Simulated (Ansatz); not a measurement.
One change: `[NH2][InH][Br]` becomes `[NH2][InH][NH2]`.

Ansatz, PBE0-D4/def2-TZVP geometries, multiplicity 1. Each molecule was computed in one conformer, which needn't be the lowest.

Elements past krypton have def2 core potentials. Scalar relativity is left out up to krypton. Spin–orbit coupling is left out; it splits and shifts lone-pair levels of the heavy atoms by tenths of an eV.

| property | `[NH2][InH][Br]` |
| --- | --- |
| HOMO–LUMO gap (PBE0/def2-TZVPP) / eV | 6.19 |
| HOMO–LUMO gap (ωB97M-V/def2-TZVPP) / eV | 10.00 |
| HOMO–LUMO gap (B3LYP/def2-TZVPP) / eV | 5.68 |
| size of the dipole moment (ωB97M-V/def2-TZVPP) / D | 3.01 |
| LUMO energy (PBE0/def2-TZVPP) / eV | -1.27 |
| LUMO energy (PBE/def2-TZVPP) / eV | -1.98 |

Problem. Give the same properties after the change, and the shifts. (An estimate is asked.)

Solution. Ansatz gave: 
| property | `[NH2][InH][NH2]` | shift |
| --- | --- | --- |
| HOMO–LUMO gap (PBE0/def2-TZVPP) / eV | 6.23 | 0.04 |
| HOMO–LUMO gap (ωB97M-V/def2-TZVPP) / eV | 9.90 | -0.10 |
| HOMO–LUMO gap (B3LYP/def2-TZVPP) / eV | 5.72 | 0.04 |
| size of the dipole moment (ωB97M-V/def2-TZVPP) / D | 0.09 | -2.92 |
| LUMO energy (PBE0/def2-TZVPP) / eV | -0.47 | 0.80 |
| LUMO energy (PBE/def2-TZVPP) / eV | -1.14 | 0.84 |

The zero-point energy changes by 62.9 kJ/mol with +6 modes. Dipoles are sizes alone; their direction can turn.

B3LYP here is the variant with VWN-RPA as its local correlation; programs differ in this.
